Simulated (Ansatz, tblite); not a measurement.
(BaSe)n off: gap (eV) at several levels, gas phase, relaxed structures; Ansatz, xTB through tblite. Clusters are the lowest isomers that short searches found in that spin, judged at the geometry's level. Core potentials for Ba in the def2 sets, no spin–orbit coupling. Singlets are spin-restricted. The structures are stationary points that may keep the symmetry of their start. Remarks come from the PBE and PBE0 runs and from stability tests at other levels; not every state was tested.

```
species    state           geometry  GFN1-xTB  GFN2-xTB  PBE-D4/def2-SVP  PBE-D4/def2-TZVP  PBE0-D4/def2-SVP  PBE0-D4/def2-TZVP                        remarks
  BaSe2  singlet  PBE0-D4/def2-TZVP      1.48      0.20             1.22              1.19              2.54               2.53                              –
 Ba3Se2  singlet   PBE0-D4/def2-SVP      0.67      0.11             0.88              0.87              1.56               1.52  restricted SCF unstable in HF
```

Problem. Estimate the rows for Ba2Se (singlet, PBE-D4/def2-TZVP geometry).

Solution. 
```csv
species,state,geometry,GFN1-xTB,GFN2-xTB,PBE-D4/def2-SVP,PBE-D4/def2-TZVP,PBE0-D4/def2-SVP,PBE0-D4/def2-TZVP
Ba2Se,singlet,PBE-D4/def2-TZVP,0.66,0.41,0.88,0.85,1.63,1.60
```

Over the 3 species that have every level, the mean is 0.94 at GFN1-xTB, 0.24 at GFN2-xTB, 0.99 at PBE-D4/def2-SVP, 0.97 at PBE-D4/def2-TZVP, 1.91 at PBE0-D4/def2-SVP, 1.88 at PBE0-D4/def2-TZVP. Orbital gaps grow with the share of exact exchange and aren't one observable across functionals.
